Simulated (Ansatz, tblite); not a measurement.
Cost and result up the ladder for BiH2(NMe2) (C2H8BiN) (12 atoms). Charge 0, multiplicity 1. Geometry: PBE-D4/def2-SVP.

```csv
atom,x (Å),y (Å),z (Å)
Bi1,-0.314,-2.126,-0.457
H2,1.397,-1.988,-1.132
H3,0.400,-2.621,1.142
N4,-0.508,-0.034,0.227
C5,0.644,0.513,0.915
C6,-1.006,0.856,-0.806
H7,1.540,0.691,0.260
H8,0.962,-0.154,1.742
H9,0.376,1.499,1.365
H10,-1.889,0.416,-1.317
H11,-1.345,1.813,-0.344
H12,-0.258,1.135,-1.596
```

Ansatz on 4 threads of Intel Xeon on a shared host; xTB runs through tblite on one thread. Times are rough, summed over both states, and most runs start from the orbitals of an earlier one. PBE0-D4/def2-TZVP serves as the yardstick here, not as an exact answer. The other state is a doublet.

In the def2 sets Bi takes a core potential; there is no spin–orbit coupling. The xTB rows come from tblite.

Raw xTB energies of ions are shifted by several eV.

| level | functions | wall time | vertical IE (eV) | difference from PBE0-D4/def2-TZVP (eV) |
| --- | --- | --- | --- | --- |
| GFN2-xTB | 24 | 0.018 s | 12.63 | 4.84 |
| GFN1-xTB | 32 | 0.022 s | 12.75 | 4.96 |
| PBE-D4/def2-TZVP | 191 | 10 s | 7.80 | 0.01 |
| PBE0-D4/def2-TZVP | 191 | 15 s | 7.79 | 0.00 |
| r2SCAN-D4/def2-TZVP | 191 | 16 s | 7.71 | -0.08 |
